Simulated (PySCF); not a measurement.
# How the method changes the shape and vibrations of ClGeH2O anion

These are calculations, not measurements. The program is PySCF 2.14.0, an open-source quantum chemistry code, run on an isolated molecule that a program drew, which may never have been made. The molecule is ClGeH2O anion (charge -1, singlet), drawn as the SMILES string `[O-][GeH2][Cl]`.

The geometry was optimised and harmonic frequencies were computed with HF and MP2, all in the aug-cc-pV(D+d)Z basis, for the commonest isotopes, with a restricted reference for singlets and an unrestricted one otherwise, and a frozen core in MP2. Germanium has the aug-cc-pVDZ-PP basis, with a core potential (ECP10MDF) in place of its 10 inner electrons, and its 3s, 3p and 3d shells are frozen in MP2. Each result is a local minimum of its method.

Geometry at the HF minimum:
```xyz
5
ClGeH2O anion, angstrom
O     0.0662   -3.2425   -1.0857
Ge    0.1086   -2.0530   -2.2475
Cl   -1.4397   -0.3511   -1.9225
H    -0.2971   -2.4281   -3.6958
H     1.3756   -1.1648   -2.3415
```

Lengths of the bonds as drawn, in Å (atoms numbered as above):
| bond | HF | MP2 |
|---|---|---|
| O1-Ge2 | 1.663 | 1.709 |
| Ge2-Cl3 | 2.324 | 2.338 |
| Ge2-H4 | 1.550 | 1.561 |
| Ge2-H5 | 1.550 | 1.561 |

Rotational constants, in GHz:
| constant | HF | MP2 |
|---|---|---|
| A | 16.13 | 15.73 |
| B | 3.023 | 2.95 |
| C | 2.629 | 2.564 |

Harmonic frequencies in cm^-1, each column in rising order, so a row needn't be the same motion in every method:
```
rank,HF,MP2
1,211,190
2,300,293
3,576,527
4,712,656
5,851,?
6,931,862
7,962,899
8,2072,2008
9,2132,2049
```

**Estimate the missing MP2 frequency from the HF column.**

A single factor s that minimises the squared misfit of MP2 against s times HF over the other rows is sum(HF x MP2) / sum(HF^2) = 0.9561, with an rms misfit of 21 cm^-1. For rank 5 it gives 0.9561 x 851 = 814 cm^-1. The calculation gives 786 cm^-1, 28 cm^-1 below the estimate. The drawn bonds are on average 1.2 % longer in MP2 than in HF.
